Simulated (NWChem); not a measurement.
Species: CH$_{3}$ClSe; SMILES C[Se]Cl

```xyz
6

Se    -0.4623     0.4733     0.0009
Cl     0.1817    -1.6201    -0.0009
C      1.2991     1.2695     0.0009
H      1.1312     2.3578     0.0042
H      1.8496     0.9852    -0.9049
H      1.8515     0.9802     0.9039
```
Atoms are numbered in this order, from 1.

Level: PBE0/def2-SVP (NWChem), optimised geometry, unscaled harmonic frequencies. This build's default masses of Se (78.918 u) and Br (79.917 u) are each other's, which moves their modes by up to 0.6 %.

### Question
List the harmonic frequencies with IR intensities, and the thermochemistry.

### Answer
| frequency (cm⁻¹) | IR intensity (km/mol) |
|---|---|
| 163 | 0.1 |
| 192 | 1.5 |
| 412 | 17.6 |
| 615 | 2.1 |
| 901 | 9.9 |
| 918 | 7.1 |
| 1291 | 1.6 |
| 1414 | 10.4 |
| 1447 | 14.5 |
| 3067 | 5.1 |
| 3186 | 1.8 |
| 3209 | 0.1 |

The zero-point energy is 24.0 kcal/mol and the thermal correction to the enthalpy at 298.15 K (with zero-point energy) is 27.5 kcal/mol. The heat capacity Cv is 13.5 cal/(mol K), the entropy at 298.15 K and 1 atm (symmetry number 1) comes out as 72.3 cal/(mol K) and the dipole moment comes out as 2.29 D.

Rigid rotor and harmonic oscillator.
